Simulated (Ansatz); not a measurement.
`[SiH3][PH][GaH][SiH3]` + `BS` → `B[S][GaH][SiH3]` + `[SiH3]P` at 400 K and 1 bar (cleavage of the Ga–P bond).

Isolated molecules relaxed with PBE0-D4/def2-TZVP in Ansatz; ΔE leaves out vibrations. CCSD(T)/CBS is the MP2 limit (def2-TZVPP, def2-QZVPP) plus CCSD(T) − MP2 in def2-TZVPP, frozen cores. This one scheme is used for every species. For Ga outer-core shells are correlated without core-valence functions, which leaves a few kJ/mol of doubt a bond. Scalar relativity is left out up to krypton. Each species was taken in one conformer, which may not be the lowest.

```json
{"species": "`[SiH3][PH][GaH][SiH3]`", "CCSD(T)/CBS energy (Eh)": "-2847.84863", "H − E (kJ/mol)": "217.6", "S (J/(mol·K))": "475.7"}
{"species": "`BS`", "CCSD(T)/CBS energy (Eh)": "-424.38198", "H − E (kJ/mol)": "95.9", "S (J/(mol·K))": "260.4"}
{"species": "`B[S][GaH][SiH3]`", "CCSD(T)/CBS energy (Eh)": "-2639.22992", "H − E (kJ/mol)": "179.8", "S (J/(mol·K))": "414.3"}
{"species": "`[SiH3]P`", "CCSD(T)/CBS energy (Eh)": "-633.00997", "H − E (kJ/mol)": "132.7", "S (J/(mol·K))": "302.6"}
```

H − E and S are ideal-gas, rigid-rotor, harmonic terms from PBE0-D4/def2-TZVP, for one conformer and one mirror image of each species. 1 Eh = 2625.50 kJ/mol, R = 8.31446 J/(mol·K).

Task: By hand: ΔE, ΔH, ΔS and ΔG.

Result: ΔE = (-2639.22992) + (-633.00997) − (-2847.84863) − (-424.38198) = -0.00928 Eh = -24.4 kJ/mol. Δ(H − E) = 179.8 + 132.7 − 217.6 − 95.9 = -1.0, so ΔH = -25.4 kJ/mol. ΔS = 414.3 + 302.6 − 475.7 − 260.4 = -19.2 J/(mol·K). ΔG = -25.4 − 400 × (-19.2)/1000 = -17.7 kJ/mol.

Task: By hand: the equilibrium constant, and the temperature at which ΔG would vanish if ΔH and ΔS stayed fixed.

Result: log₁₀ K = −ΔG/(RT ln 10) = 2.3. ΔG = 0 at ΔH/ΔS = 1323 K, though so small a ΔS makes that figure unsure.

ΔH outweighs TΔS. A doubt of 5 kJ/mol in ΔE shifts log₁₀ K by 0.7 here. Other conformers and mirror images would add mixing entropy, several J/(mol·K) or more a flexible species. Modes under 60 cm⁻¹, often nearly free rotors, make the harmonic entropy too high. These are equilibria of isolated gas molecules and say nothing of rates. Largest T1 diagnostic: 0.015 (customary marks: 0.02 for closed shells, 0.045 for open ones).
